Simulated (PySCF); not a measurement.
2-chlorosilylpropan-2-ol (C₃H₉ClOSi), SMILES CC(C)(O)[SiH2]Cl.

Coordinates come from a PBE-D3(BJ)/def2-SVP optimisation. The values are those of a single conformer.

Two levels are set side by side: TDA-PBE/def2-SVPD (PySCF) and TDA-M06-2X/def2-SVPD (PySCF). Vertical, same geometry. The lowest singlet is HOMO→LUMO 99 % with PBE and HOMO→LUMO 91 % with the other functional; states are paired by order. Differences are taken from unrounded values.

```tsv
quantity	TDA-M06-2X
lowest singlet excitation (eV)	6.50
lowest triplet excitation (TDA) (eV)	6.20
first bright state (f over 0.05) (eV)	7.92
its oscillator strength	0.15
```

**Question.** What does TDA-PBE give, and how far is it from TDA-M06-2X? (An estimate is asked for; the answer gives what the named calculation found.)

**Answer.** 
```
quantity                               TDA-PBE  TDA-PBE minus TDA-M06-2X
-------------------------------------  -------  ------------------------
lowest singlet excitation (eV)            5.19                     -1.31
lowest triplet excitation (TDA) (eV)      4.95                     -1.25
first bright state (f over 0.05) (eV)     6.55                     -1.37
its oscillator strength                   0.06                     -0.09
```

Functionals without exact exchange tend to place singlet excitations lower, as here. Differences between two approximate levels are no errors against the true value.

Rough cost on one machine, each run with all the roots and properties that it gave: TDA-M06-2X against TDA-PBE about 9 times.
